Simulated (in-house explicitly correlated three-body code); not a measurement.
Computed with an exponentially correlated three-body code. Model: two electrons around a point charge, non-relativistic, variational in 260 exponentially correlated functions (energies converged to about 1e-7 hartree, or 1e-8 relative for large Z).

Command:
```bash
python run_hyl.py task.json out
```
Settings (lengths in bohr, energies in hartree):
```
Z                      2
screening              0.04
interaction_strength   1
functions              260
states_tried           13
```

Run time, properties included: 57 s on 1 thread of Intel(R) Xeon(R) Platinum 8488C (Sapphire Rapids), with other jobs on the host.

**Those bound S and P states to n = 4 that converged, binding against the one-electron ion.**

Given: nuclear charge 2; Yukawa screening of all interactions 0.04 1/bohr.

Computed: one-electron threshold -1.92118442 hartree.

| term | energy (hartree) | binding (eV) |
| --- | --- | --- |
| 1 1S | -2.78553765 | 23.52 |
| 2 3S | -2.05961475 | 3.7669 |
| 2 1S | -2.03097124 | 2.9875 |
| 2 3P | -2.01772351 | 2.627 |
| 2 1P | -2.00876196 | 2.3831 |
| 3 3S | ? | ? |
| 3 1S | -1.95085339 | 0.80733 |
| 3 3P | ? | ? |
| 3 1P | -1.94495775 | 0.64691 |
| 4 3S | -1.93068739 | 0.25859 |
| 4 1S | -1.92866326 | 0.20351 |
| 4 3P | -1.92740089 | 0.16916 |
| 4 1P | -1.92662668 | 0.14809 |

(1) What belongs in the row 3 3S?

(2) What belongs in the row 3 3P?

**Converged states only, values per electron or pair (inverse distances are <exp(-kr)/r>).**

| term | mean r (bohr) | mean r squared (bohr²) | mean inverse r (1/bohr) | mean r12 (bohr) | mean inverse r12 (1/bohr) | mean cosine | mean p1 dot p2 (bohr⁻²) | delta r1 (bohr⁻³) | delta r12 (bohr⁻³) |
| --- | --- | --- | --- | --- | --- | --- | --- | --- | --- |
| 1 1S | 0.92992 | 1.1948 | 1.6485 | 1.4228 | 0.90654 | -0.064141 | 0.15879 | 1.8094 | 0.10624 |
| 2 3S | ? | ? | ? | ? | ? | ? | ? | ? | - |
| 2 1S | 3.0025 | 16.471 | 1.0958 | 5.3275 | 0.21094 | -0.014269 | 0.0092146 | 1.3079 | 0.0084228 |
| 2 3P | 2.7111 | 13.662 | 1.0933 | 4.7722 | 0.22686 | -0.035637 | -0.062551 | 1.2587 | - |
| 2 1P | 2.9549 | 16.349 | 1.0833 | 5.2256 | 0.20536 | -0.0046856 | 0.044195 | 1.2736 | 0.00070456 |
| 3 3S | 6.0969 | 74.991 | 1.0246 | 11.479 | 0.080198 | -0.0038177 | 0.0016763 | 1.2832 | - |
| 3 1S | 6.8462 | 95.631 | 1.0194 | 12.971 | 0.073905 | -0.0037798 | 0.0022923 | 1.2812 | 0.0021358 |
| 3 3P | 6.7213 | 93.614 | 1.0185 | 12.728 | 0.076974 | -0.0090382 | -0.015921 | 1.2689 | - |
| 3 1P | ? | ? | ? | ? | ? | ? | ? | ? | ? |
| 4 3S | 12.183 | 314.47 | 0.99637 | 23.632 | 0.02997 | -0.0011911 | 0.00051473 | 1.2758 | - |
| 4 1S | 13.523 | 389.33 | 0.99424 | 26.309 | 0.026996 | -0.001189 | 0.00070811 | 1.2751 | 0.00066425 |
| 4 3P | 13.788 | 408.54 | 0.99361 | 26.841 | 0.027177 | -0.0027464 | -0.0048391 | 1.2715 | - |
| 4 1P | 14.569 | 456.71 | 0.99242 | 28.4 | 0.024746 | -0.00029969 | 0.0037875 | 1.2726 | 6.6895e-05 |

(3) What belongs in the row 2 3S?

(4) What belongs in the row 3 1P?

**Electric-dipole lines between converged S and P states, rate of the upper state's decay.**

```json
{"s state": "1 1S", "p state": "2 1P", "p minus s (eV)": "21.137", "oscillator strength from s": "0.26726", "rate (1/s)": "1.7271e+09"}
{"s state": "1 1S", "p state": "3 1P", "p minus s (eV)": "?", "oscillator strength from s": "?", "rate (1/s)": "?"}
{"s state": "1 1S", "p state": "4 1P", "p minus s (eV)": "23.372", "oscillator strength from s": "0.018681", "rate (1/s)": "1.476e+08"}
{"s state": "2 1S", "p state": "2 1P", "p minus s (eV)": "0.60435", "oscillator strength from s": "0.389", "rate (1/s)": "2.055e+06"}
{"s state": "2 1S", "p state": "3 1P", "p minus s (eV)": "2.3405", "oscillator strength from s": "0.1284", "rate (1/s)": "1.0174e+07"}
{"s state": "2 1S", "p state": "4 1P", "p minus s (eV)": "?", "oscillator strength from s": "?", "rate (1/s)": "?"}
{"s state": "3 1S", "p state": "2 1P", "p minus s (eV)": "-1.5758", "oscillator strength from s": "-0.14213", "rate (1/s)": "1.5313e+07"}
{"s state": "3 1S", "p state": "3 1P", "p minus s (eV)": "0.16043", "oscillator strength from s": "0.67943", "rate (1/s)": "252930"}
{"s state": "3 1S", "p state": "4 1P", "p minus s (eV)": "0.65924", "oscillator strength from s": "0.083501", "rate (1/s)": "524890"}
{"s state": "4 1S", "p state": "2 1P", "p minus s (eV)": "-2.1796", "oscillator strength from s": "-0.021343", "rate (1/s)": "4.3996e+06"}
{"s state": "4 1S", "p state": "3 1P", "p minus s (eV)": "-0.4434", "oscillator strength from s": "-0.28512", "rate (1/s)": "2.4323e+06"}
{"s state": "4 1S", "p state": "4 1P", "p minus s (eV)": "0.055418", "oscillator strength from s": "0.98484", "rate (1/s)": "43748"}
{"s state": "2 3S", "p state": "2 3P", "p minus s (eV)": "1.1399", "oscillator strength from s": "0.54898", "rate (1/s)": "1.0318e+07"}
{"s state": "2 3S", "p state": "3 3P", "p minus s (eV)": "3.052", "oscillator strength from s": "0.052648", "rate (1/s)": "7.0933e+06"}
{"s state": "2 3S", "p state": "4 3P", "p minus s (eV)": "3.5977", "oscillator strength from s": "0.016219", "rate (1/s)": "3.0365e+06"}
{"s state": "3 3S", "p state": "2 3P", "p minus s (eV)": "-1.6395", "oscillator strength from s": "-0.20535", "rate (1/s)": "2.3951e+07"}
{"s state": "3 3S", "p state": "3 3P", "p minus s (eV)": "0.27262", "oscillator strength from s": "0.92743", "rate (1/s)": "996980"}
{"s state": "3 3S", "p state": "4 3P", "p minus s (eV)": "0.81831", "oscillator strength from s": "0.023182", "rate (1/s)": "224540"}
{"s state": "4 3S", "p state": "2 3P", "p minus s (eV)": "-2.3684", "oscillator strength from s": "-0.027077", "rate (1/s)": "6.5903e+06"}
{"s state": "4 3S", "p state": "3 3P", "p minus s (eV)": "-0.45626", "oscillator strength from s": "-0.41133", "rate (1/s)": "3.7156e+06"}
{"s state": "4 3S", "p state": "4 3P", "p minus s (eV)": "0.08943", "oscillator strength from s": "1.2803", "rate (1/s)": "148100"}
```

(5) What belongs in the row 1 1S 3 1P?

(6) What belongs in the row 2 1S 4 1P?

**Static dipole response.**

| state | polarisability (bohr³) |
| --- | --- |
| 1 1S | 1.3872 |

Answers

(1) energy (hartree): -1.9574734; binding (eV): 0.98747.

(2) energy (hartree): -1.94745475; binding (eV): 0.71485.

(3) mean r (bohr): 2.5683; mean r squared (bohr²): 11.662; mean inverse r (1/bohr): 1.1151; mean r12 (bohr): 4.482; mean inverse r12 (1/bohr): 0.22985; mean cosine: -0.015561; mean p1 dot p2 (bohr⁻²): 0.0072133; delta r1 (bohr⁻³): 1.3188.

(4) mean r (bohr): 7.14; mean r squared (bohr²): 105.89; mean inverse r (1/bohr): 1.0155; mean r12 (bohr): 13.557; mean inverse r12 (1/bohr): 0.070783; mean cosine: -0.0010324; mean p1 dot p2 (bohr⁻²): 0.012293; delta r1 (bohr⁻³): 1.2728; delta r12 (bohr⁻³): 0.00021206.

(5) p minus s (eV): 22.873; oscillator strength from s: 0.063263; rate (1/s): 4.7874e+08.

(6) p minus s (eV): 2.8394; oscillator strength from s: 0.032244; rate (1/s): 3.7599e+06.
